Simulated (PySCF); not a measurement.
**TeBr: from constants to spectrum**

PBE0 constants of TeBr, ²Π (doublet), unpaired electrons π ↑ (Te cc-pVTZ-PP with ECP28, Br cc-pVTZ-PP with ECP10; scalar-relativistic core potentials (PySCF 2.14); masses 129.9062 and 78.9183 u):

* ωe: 276.8 cm⁻¹
* ωexe: 0.622 cm⁻¹
* Be: 0.056655 cm⁻¹
* αe: 0.000169 cm⁻¹
* De to Te + Br: 2.48 eV

Question: What force constant and bond length do these constants imply?

Answer: Reduced mass μred = 49.094 u; k = 5.8918×10⁻⁷·μred·ωe² (u, cm⁻¹, mdyn/Å) = 2.22 mdyn/Å; Re = √(16.8576/(μred·Be)) (u, cm⁻¹, Å) = 2.462 Å.

Question: Estimate the centrifugal constant D from the Kratzer relation and find the Dunham coefficient a1.

Answer: D = 4Be³/ωe² = 9.49e-09 cm⁻¹; a1 = −1 − αeωe/(6Be²) = -3.43.

These are scalar-relativistic numbers at best; spin–orbit coupling would shift them, the dissociation energy most. The state was picked by a PBE0 search and need not be the measured ground state.
